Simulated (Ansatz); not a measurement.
Ansatz (a program for electronic structure) input:

Ansatz 0.2 input:
```yaml
crystal:
  periodic: [false, false, false]
  atoms:
    - {symbol: Hg, position_ang: [-0.00000000, -0.00000000, -0.39797072]}
    - {symbol: Cl, position_ang: [0.00000000, 0.00000000, 1.87280339]}
basis:
  gaussian:
    orbitals: def2-SVPD
total_charge: 1
magnetization: {spin_polarized: false}
correlation: {method: ccsd_t, electrons: outside_noble_gas}
output: {forces: true}
```

### Question
Which total energy does the run end on?

### Answer
-611.99456 Eh (CCSD(T)/def2-SVPD). The basis has 62 functions.
